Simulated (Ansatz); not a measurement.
Harmonic frequencies (cm⁻¹) at PBE0-D4/def2-TZVP from Ansatz: 198, 199, 246, 643, 643, 668.

**Question.** Which molecule is it?
A. `[SiH3][SbH2]`
B. `[F][Sb]([F])[F]`
C. `[Cl][Sb]([Cl])[Cl]`
D. `[CH3][SbH2]`

**Answer.** B.
